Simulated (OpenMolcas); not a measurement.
# What dynamic correlation does to the levels of Ne IV

```json
{
 "Program": "OpenMolcas 26.06",
 "Basis": "ANO-RCC-VTZP [4s3p2d1f]",
 "Scalar Hamiltonian": "DKH2, point nucleus",
 "Active space": "5 electrons in 4 orbitals (2s 2p)",
 "State averaging": "2S+1 = 4 odd, 1 root; 2S+1 = 2 odd, 8 roots kept (CI in the orbitals of an earlier block); 2S+1 = 4 even, 3 roots; 2S+1 = 2 even, 6 roots kept (CI in the orbitals of an earlier block)",
 "Spin-orbit coupling": "state interaction with AMFI integrals over the reference wave functions, term energies averaged over their components"
}
```

Methods on the same reference wave functions:
A. CASSCF
B. SS-CASPT2, IPEA 0.25 Eh, imaginary shift 0.1 Eh (closed shells correlated: 1s)

Energies in cm⁻¹ above 2s² 2p³ ⁴S°_3/2, the measured ground level; measured values from Moore, Atomic Energy Levels, vol. I, NSRDS-NBS 35 (1971 reprint of NBS Circular 467, 1949).

| Level | A | B | Measured |
| --- | --- | --- | --- |
| 2s² 2p³ ⁴S°_3/2 | 0.0 | 0.0 | 0.0 |
| 2s² 2p³ ²D°_3/2 | 45177 | 42360 |  |
| 2s² 2p³ ²D°_5/2 | 45210 | 42390 |  |
| 2s² 2p³ ²P°_1/2 | 63248 | 63390 |  |
| 2s² 2p³ ²P°_3/2 | 63260 | 63400 |  |
| 2s 2p⁴ ⁴P_5/2 | 184489 | 184300 | 183860 |
| 2s 2p⁴ ⁴P_3/2 | 185049 | 184860 | 184477 |
| 2s 2p⁴ ⁴P_1/2 | 185379 | 185190 | 184799 |
| 2s 2p⁴ ²D_3/2 | 266572 | 256330 |  |
| 2s 2p⁴ ²D_5/2 | 266574 | 256330 |  |

Deviations, from unrounded energies. A percentage is the sum of absolute deviations over the sum of measured energies, with the sign that they share, or ± where signs differ.

| Against measurement | Levels | A | B |
| --- | --- | --- | --- |
| mean absolute deviation (cm-1) | 3 | 590 | 410 |
| other configurations (%) | 3 | +0.3 | +0.2 |

B lies closest to measurement on these levels. The largest miss of B in the table is 2s 2p⁴ ⁴P_5/2, by +440 cm-1. The ranking rests on the paired levels alone, and a cruder setting can come out closer through cancelling errors.

From A to B the spin-free energies of the other terms of 2s² 2p³ shown, above ⁴S°, scale by factors of 0.94 to 1.00.

The lowest spin-free term lies below A's lowest term by 0.122 hartree in B.

CASPT2 breaks the degeneracy within a term, and the mean is taken; among the terms shown or strongly mixed into the levels shown the widest spread is 140 cm-1 (2s 2p⁴ ²D, B). Terms from blocks run as CI alone lack orbitals of their own. Measured partners are found by configuration, term and J. A level has none where our copy of the source lacks it or the pairing is in doubt (some pairs that miss far off the trend of their configuration count as doubtful), and it then counts in no deviation. Levels of configurations outside the active space are missing. The table leaves out levels that lie high or whose names do not pair safely across all columns.

° marks odd parity.
